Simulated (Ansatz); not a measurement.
The first iterations of a band of ClFGeH2O + FH (8 atoms, charge 0, multiplicity 1).

Level of theory: RKS PBE-D4/def2-SVP in Ansatz.

```json
{
 "movable images": "5",
 "climbing image": "yes",
 "spring": "5.0 eV/Å²",
 "optimiser": "quadratic models (default)",
 "start path": "through a guess of the saddle point",
 "force threshold": "0.03 eV/Å",
 "iteration limit": "60",
 "end points": "relaxed"
}
```

Image 0:

```xyz
8
Properties=species:S:1:pos:R:3
Ge -0.398 -0.255 0.009
O -0.721 -0.285 1.736
H -0.302 0.525 2.125
F 1.282 0.365 -0.137
Cl -1.571 1.187 -1.076
H -0.445 -1.658 -0.612
F 0.942 1.850 1.895
H 1.346 1.411 1.146
```

Image 6:

```xyz
8
Properties=species:S:1:pos:R:3
Ge 0.361 0.173 -0.179
O -0.545 0.126 2.144
H -1.305 0.732 2.021
F 1.160 0.317 -1.732
Cl -1.466 1.301 -0.518
H 0.277 -1.333 0.086
F 1.483 1.106 0.806
H 0.170 0.718 2.458
```

| iteration | highest image above the first end (eV) | largest band force component (eV/Å) |
| --- | --- | --- |
| 1 | 29.219 | 127.893 |
| 2 | 3.643 | 16.551 |
| 3 | 1.925 | 10.495 |
| 4 | 0.807 | 3.787 |
| 5 | 0.814 | 2.046 |

**Question.** Does the band converge within its limit, and where does its top end?

**Answer.** The run converged. It ended after 15 iterations with the highest image 0.736 eV above the first end. A vibrational analysis at the climbing image gives one clearly imaginary mode, 466i cm⁻¹: a first-order saddle point. The orbitals stay closed-shell, which can raise the energy where a bond breaks towards radicals; this wasn't checked here.

Time of the run: 120 s on 2 threads of Arm Neoverse V2, with other jobs on the host, peak memory 0.15 GiB.
